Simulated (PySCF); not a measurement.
## Two-component Hartree-Fock for Ca (calcium, neutral)

Start: [Ar] 4p2; 4p3/2 filled at m_j = +1/2, +3/2. Calculated with PySCF 2.14 in x2c-TZVPall-2c (6s7p3d, 42 functions): generalised Hartree-Fock with the X2C-1e Hamiltonian and a Gaussian nucleus; one run each with spin-orbit coupling (SO) switched off, then screened by Boettger's factors. This is a chosen level, not necessarily the ground level.

```json
{"spinor shell": "1s1/2", "electrons": "2", "ε, spin-free (eV)": "-4087.2", "ε, screened SO (eV)": "-4087.2", "weight of nominal j (screened SO)": "1.000", "rms radius, screened SO (bohr)": "0.0888"}
{"spinor shell": "2s1/2", "electrons": "2", "ε, spin-free (eV)": "-464.06", "ε, screened SO (eV)": "-464.06", "weight of nominal j (screened SO)": "1.000", "rms radius, screened SO (bohr)": "0.393"}
{"spinor shell": "2p1/2", "electrons": "2", "ε, spin-free (eV)": "-373.60", "ε, screened SO (eV)": "-376.16", "weight of nominal j (screened SO)": "1.000", "rms radius, screened SO (bohr)": "0.361"}
{"spinor shell": "2p3/2", "electrons": "4", "ε, spin-free (eV)": "-373.60", "ε, screened SO (eV)": "-372.34", "weight of nominal j (screened SO)": "1.000", "rms radius, screened SO (bohr)": "0.363"}
{"spinor shell": "3s1/2", "electrons": "2", "ε, spin-free (eV)": "-63.940", "ε, screened SO (eV)": "-63.946", "weight of nominal j (screened SO)": "1.000", "rms radius, screened SO (bohr)": "1.24"}
{"spinor shell": "3p1/2", "electrons": "2", "ε, spin-free (eV)": "-38.976", "ε, screened SO (eV)": "-39.257", "weight of nominal j (screened SO)": "0.965", "rms radius, screened SO (bohr)": "1.37"}
{"spinor shell": "3p3/2", "electrons": "4", "ε, spin-free (eV)": "-38.976", "ε, screened SO (eV)": "-38.846", "weight of nominal j (screened SO)": "0.983", "rms radius, screened SO (bohr)": "1.37"}
{"spinor shell": "4p3/2", "electrons": "2", "ε, spin-free (eV)": "-4.033", "ε, screened SO (eV)": "-4.031", "weight of nominal j (screened SO)": "0.827", "rms radius, screened SO (bohr)": "5.51"}
```

```
   quantity   spin-free  screened SO
E (hartree)  -679.46449   -679.46764
        M_J           2            2
       ⟨J²⟩       6.000        6.000
       ⟨L²⟩       2.000        2.001
       ⟨S²⟩       2.000        2.000
```

Each row is a mean over spinors that exchange with the open shell spreads, by up to 0.305 eV (3p3/2).

Rows whose weight is well below 1 are mixtures of j = l ± 1/2: exchange outweighs spin-orbit coupling there, and the label is only the starting occupation.

Without spin-orbit coupling the j labels of p, d and f shells carry no meaning; the spin-free column gives the mean over the occupied spinors of each nl shell.
